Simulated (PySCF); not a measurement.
C9H9F.
Atom-mapped SMILES: `[CH2:1]=[CH:2][c:3]1[cH:4][cH:5][c:6]([CH2:7][F:8])[cH:9][cH:10]1` (hydrogens: H11, H12 on C1; H13 on C2; H14 on C4; H15 on C5; H16, H17 on C7; H18 on C9; H19 on C10)

Structure used (PBE0-D3(BJ)/def2-SVP), in Å, numbered top down from 1:
```xyz
19
C9H9F angstrom
C      3.5062    0.4403   -0.0309
C      2.5558   -0.4475   -0.3464
C      1.1050   -0.2919   -0.1871
C      0.5135    0.8382    0.3967
C     -0.8660    0.9436    0.5249
C     -1.7023   -0.0808    0.0754
C     -3.1948    0.0297    0.2027
F     -3.5629    1.1659    0.8723
C     -1.1264   -1.2139   -0.5044
C      0.2537   -1.3153   -0.6326
H      3.2776    1.4206    0.3962
H      4.5615    0.2113   -0.1947
H      2.8676   -1.4066   -0.7763
H      1.1427    1.6527    0.7625
H     -1.3125    1.8274    0.9833
H     -3.5986   -0.8438    0.7451
H     -3.6633    0.0484   -0.7980
H     -1.7624   -2.0305   -0.8597
H      0.6896   -2.2090   -1.0877
```

Computed with PBE0-D3(BJ)/def2-SVP geometry optimisation, gas phase in PySCF.

Take the most abundant isotopes and a rigid rotor. The values belong to one conformer with, in the numbering `[CH2:1]=[CH:2][c:3]1[cH:4][cH:5][c:6]([CH2:7][F:8])[cH:9][cH:10]1`, C1–C2–C3–C4 -3°, C5–C6–C7–F8 -4°.

(1) Give the principal moments of inertia and the rotational constants in cm⁻¹.

(2) What kind of rotor is it?

(3) What does the inertial defect say?

(4) Predict some low-J microwave lines.

Results:

(1) Ia = 127.56, Ib = 737.54, Ic = 861.72 u·Å²; 505379 MHz·u·Å²/I gives 3962, 685.2 and 586.5 MHz, that is A = 0.13215, B = 0.02286, C = 0.01956 cm⁻¹.

(2) A near-prolate asymmetric top; Ray's κ = -0.941.

(3) Not planar: Δ = Ic − Ia − Ib = -3.39 u·Å². For a rigid frame Δ = −2 Σ m c², so Σ m c² = 1.69 u·Å² lies off the ab plane: 1.62 from hydrogen and 0.07 from heavier atoms. The atom farthest from that plane is 0.97 Å away.

(4) The dipole components are |μa| = 0.43 D, |μb| = 1.39 D, |μc| = 0.10 D. Intensities carry the squares of the components, which stand as 0.10 : 1.00 : 0.00 (a : b : c). Some lines, for components of 0.1 D or more:

| type | branch | J(Ka,Kc) | MHz | lower level (cm⁻¹) |
| --- | --- | --- | --- | --- |
| a | Q | 3(1,2) ← 3(1,3) | 592 | 0.356 |
| b | R | 3(0,3) ← 2(1,2) | 626 | 0.233 |
| a | R | 2(0,2) ← 1(0,1) | 2541 | 0.042 |
| b | Q | 2(1,1) ← 2(0,2) | 3476 | 0.127 |
| a | R | 3(1,3) ← 2(1,2) | 3666 | 0.233 |
| b | R | 3(1,3) ← 2(0,2) | 6846 | 0.127 |
| b | Q | 2(2,0) ← 2(1,1) | 9832 | 0.243 |
| b | Q | 2(2,1) ← 2(1,2) | 10126 | 0.233 |
| b | Q | 3(2,2) ← 3(1,3) | 10276 | 0.356 |
| b | R | 2(2,1) ← 1(1,0) | 12472 | 0.155 |
| b | R | 2(2,0) ← 1(1,1) | 12573 | 0.152 |
| b | R | 3(2,1) ← 2(1,2) | 13952 | 0.233 |
| b | Q | 3(3,0) ← 3(2,1) | 16620 | 0.699 |
| b | R | 3(3,1) ← 2(2,0) | 20444 | 0.571 |

No frequency check. Zero-point vibration and centrifugal distortion are left out.
